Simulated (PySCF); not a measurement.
# A survey of $^{29}$Si NMR shifts

How the numbers were obtained: geometry from GFN2-xTB, σ from GIAO-PBE0/pcSseg-1, in PySCF (equivalent nuclei averaged, one conformer, isolated molecule, no relativistic terms).

Shieldings were converted by a linear fit to measured shifts: $^{29}$Si (scatter 8.9 ppm rms, 25.8 ppm with the 6 outliers that the fit left out vs TMS, solution or neat liquid). Occasional misses reach two or three times the rms, and more in compound classes unlike the fitted ones.

Question: Give the $^{29}$Si shifts of `COC[Si@@H](C)O[SiH2]C`, `O[SiH](O)O[SiH3]`, `Cc1ncnnc1O[SiH2]O`, `C[SiH]([SiH3])[SiH3]`, `C[SiH2][Si@@](C)(O)N[SiH2]N`.

Answer: 
```json
{"compound": "[CH3:1][O:2][CH2:3][Si@@H:4]([CH3:5])[O:6][SiH2:7][CH3:8]", "environment": "Si4: silicon bonded to 2 C, O, H", "δ (ppm)": "-16.2"}
{"compound": "[CH3:1][O:2][CH2:3][Si@@H:4]([CH3:5])[O:6][SiH2:7][CH3:8]", "environment": "Si7: silicon bonded to C, O, 2 H", "δ (ppm)": "-22.6"}
{"compound": "[OH:1][SiH:2]([OH:3])[O:4][SiH3:5]", "environment": "Si5: silicon bonded to O, 3 H", "δ (ppm)": "-44.2"}
{"compound": "[OH:1][SiH:2]([OH:3])[O:4][SiH3:5]", "environment": "Si2: silicon bonded to 3 O, H", "δ (ppm)": "-59.5"}
{"compound": "Cc1ncnnc1O[SiH2]O", "environment": "silicon bonded to 2 O, 2 H", "δ (ppm)": "-26.7"}
{"compound": "[CH3:1][SiH:2]([SiH3:3])[SiH3:4]", "environment": "Si2: silicon bonded to C, 2 Si, H", "δ (ppm)": "-79.5"}
{"compound": "[CH3:1][SiH:2]([SiH3:3])[SiH3:4]", "environment": "Si3/4: silicon bonded to Si, 3 H (×2)", "δ (ppm)": "-100.4"}
{"compound": "[CH3:1][SiH2:2][Si@@:3]([CH3:4])([OH:5])[NH:6][SiH2:7][NH2:8]", "environment": "Si3: silicon bonded to C, N, O, Si", "δ (ppm)": "-2.2"}
{"compound": "[CH3:1][SiH2:2][Si@@:3]([CH3:4])([OH:5])[NH:6][SiH2:7][NH2:8]", "environment": "Si7: silicon bonded to 2 N, 2 H", "δ (ppm)": "-38.5"}
{"compound": "[CH3:1][SiH2:2][Si@@:3]([CH3:4])([OH:5])[NH:6][SiH2:7][NH2:8]", "environment": "Si2: silicon bonded to C, Si, 2 H", "δ (ppm)": "-75.0"}
```
